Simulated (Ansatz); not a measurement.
Gas-phase electronic energies from Ansatz, PBE0-D4/def2-TZVP geometries. CCSD(T)/CBS is the MP2 limit (def2-TZVPP, def2-QZVPP) plus CCSD(T) − MP2 in def2-TZVPP, frozen cores. This one scheme is used for every species. DFT in def2-TZVPP. For Ge, Se outer-core shells are correlated without core-valence functions, which leaves a few kJ/mol of doubt a bond. Scalar relativity is left out up to krypton. One conformer a species, not always the lowest.

`P[SiH2][SeH]` + `[Cl][GeH]([Cl])[Cl]` → `[Cl][Ge]([Cl])([Cl])[SeH]` + `[SiH3]P`  (formal exchange of groups at the Se–Si bond)

`P[SiH2][SeH]`:

Z-matrix (Å, degrees):
```
Si
Se 1 2.282
P 1 2.247 2 109.8
H 1 1.485 2 110.7 3 -119.8
H 1 1.485 2 110.7 3 119.8
H 2 1.470 1 93.9 3 179.8
H 3 1.421 1 93.5 2 46.9
H 3 1.421 1 93.5 2 -47.0
```

`[Cl][GeH]([Cl])[Cl]`:

Cartesian coordinates in Å:
```
Cl -1.717 0.058 -1.174
Ge -0.042 -0.008 0.134
Cl 1.139 -1.703 -0.368
Cl 1.124 1.743 -0.177
H -0.503 -0.090 1.585
```

`[Cl][Ge]([Cl])([Cl])[SeH]`:

Cartesian coordinates in Å:
```
Cl -0.879 0.031 -2.045
Ge -0.252 -0.381 -0.050
Cl -1.840 -1.352 0.979
Cl 1.392 -1.729 -0.197
Se 0.267 1.544 1.143
H 1.313 1.888 0.169
```

`[SiH3]P`:

```xyz
7

Si   -0.353   -0.736   -0.068
P    -0.030    1.442    0.421
H    -1.524   -0.833   -0.978
H    -0.665   -1.449    1.198
H     0.816   -1.388   -0.715
H     0.508    1.746   -0.859
H     1.248    1.219    1.001
```

```tsv
level	ΔE (kcal/mol)
CAM-B3LYP-D4	0.6
B2PLYP	0.6
r2SCAN	1.1
CAM-B3LYP	1.2
CCSD(T)/def2-SVP	-0.1
MP2/def2-QZVPP	0.9
HF/CBS(def2)	2.1
MP2/CBS(def2)	1.2
```

(1) What does CCSD(T)/CBS give? (Best estimate.)

Largest T1 diagnostic among the species: 0.013.

## Answers

(1) The calculation gave: +1.5 kcal/mol. The listed levels differ from it by -0.9, -0.9, -0.4, -0.3, -1.6, -0.6, 0.6, -0.3 kcal/mol.

In def2-TZVPP, CCSD(T) changes the Hartree–Fock value by −1.3 kcal/mol (the triples alone add −0.3 kcal/mol) and MP2 by −1.6 kcal/mol. The D4 term adds −0.9 kcal/mol with B3LYP and −0.5 kcal/mol with PBE0; it sums over pairs of atoms, weighted by their polarisabilities, and B3LYP, whose exchange is more repulsive, gets the larger term. From BLYP to BHLYP (50 % exact exchange), in def2-TZVPP and without D4, ΔE moves by +1.2 kcal/mol.

B3LYP here is the variant with VWN-RPA as its local correlation; programs differ in this.
